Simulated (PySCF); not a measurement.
Choosing a molecule for a target property.

All species are isolated and taken at one optimised geometry, non-relativistic unless stated; the electronic structure was computed with PySCF and density fitting.

The conformers computed, where there is a choice (atom-mapped SMILES and torsion angles):
- `[CH3:1][CH2:2][CH2:3][C:4]([CH3:5])([CH3:6])[CH3:7]`: C1–C2–C3–C4 180°, C2–C3–C4–C5 -61°
- `[CH2:1]=[CH:2][O:3]/[CH:4]=[CH:5]/[C:6]#[N:7]`: C1–C2–O3–C4 180°, C2–O3–C4–C5 180°
- `[O:1]=[C:2]([F:3])[C:4]([F:5])([F:6])[C:7](=[O:8])[F:9]`: O1–C2–C4–F5 -136°, C2–C4–C7–O8 104°
- `[CH3:1][C:2]#[C:3]/[CH:4]=[CH:5]/[CH+:6][CH3:7]`: C4–C5–C6–C7 180°
- `[CH2:1]=[CH:2][c:3]1[cH:4][n:5][o:6][cH:7]1`: C1–C2–C3–C4 0°

**Question.** Wanted: lowest triplet excitation (Tamm–Dancoff) between 3 eV and 3.7 eV (TDA PBE0/def2-SVPD) and electronic spatial extent ⟨r²⟩ about the centre of nuclear charge above 1000 bohr² (PBE0/def2-SVPD), at GFN2-xTB geometries. Which candidate meets both?
A. `O=C(F)C(F)(F)C(=O)F`
B. `C=CO/C=C/C#N`
C. `CCCC(C)(C)C`
D. `[C@@H]1(COC=C1)C#N`
E. `N#C[C@H]1C=CCO1`
F. `CC#C/C=C/[CH+]C`

**Answer.** B. Computed values:
```csv
species,lowest triplet excitation (Tamm–Dancoff),electronic spatial extent ⟨r²⟩ about the centre of nuclear charge
CC#C/C=C/[CH+]C,2.03 eV,1409 bohr²
C=CO/C=C/C#N,3.43 eV,1153 bohr²
[C@@H]1(COC=C1)C#N,4.06 eV,676 bohr²
N#C[C@H]1C=CCO1,4.35 eV,662 bohr²
O=C(F)C(F)(F)C(=O)F,4.70 eV,948 bohr²
CCCC(C)(C)C,8.06 eV,1058 bohr²
```

**Question.** Wanted: lowest singlet excitation between 5.8 eV and 6.1 eV (TDDFT PBE0/def2-SVPD) and HOMO–LUMO gap above 6 eV (PBE0/def2-SVPD), at GFN2-xTB geometries. Which candidate meets both?
A. `n1cc(C=C)co1`
B. `CC#C/C=C/[CH+]C`
C. `C(C(C)(C)C)CC`
D. `N#C[C@H]1C=CCO1`
E. `C([C@H]1COC=C1)#N`
F. `C=CO/C=C/C#N`

**Answer.** E. Computed values:
```
          species  lowest singlet excitation  HOMO–LUMO gap
  CC#C/C=C/[CH+]C                    2.63 eV        4.13 eV
     C=CO/C=C/C#N                    5.32 eV        5.83 eV
     n1cc(C=C)co1                    5.64 eV        6.12 eV
C([C@H]1COC=C1)#N                    6.03 eV        6.94 eV
  N#C[C@H]1C=CCO1                    6.17 eV        7.28 eV
    C(C(C)(C)C)CC                    8.18 eV        9.24 eV
```

**Question.** Wanted: static isotropic polarisability between 65 au and 80 au (PBE0/def2-SVPD) and dipole moment below 4.7 D (PBE0/def2-SVPD), at GFN2-xTB geometries. Which candidate meets both?
A. `C(F)(C(F)(F)C(=O)F)=O`
B. `C=CO/C=C/C#N`
C. `CCCC(C)(C)C`
D. `N#C[C@H]1C=CCO1`
E. `C=Cc1cnoc1`

**Answer.** E. Computed values:
```
              species  static isotropic polarisability  dipole moment
C(F)(C(F)(F)C(=O)F)=O                          44.4 au         0.30 D
      N#C[C@H]1C=CCO1                          61.8 au         4.43 D
           C=Cc1cnoc1                          68.1 au         2.90 D
         C=CO/C=C/C#N                          77.9 au         4.87 D
          CCCC(C)(C)C                          86.5 au         0.07 D
```
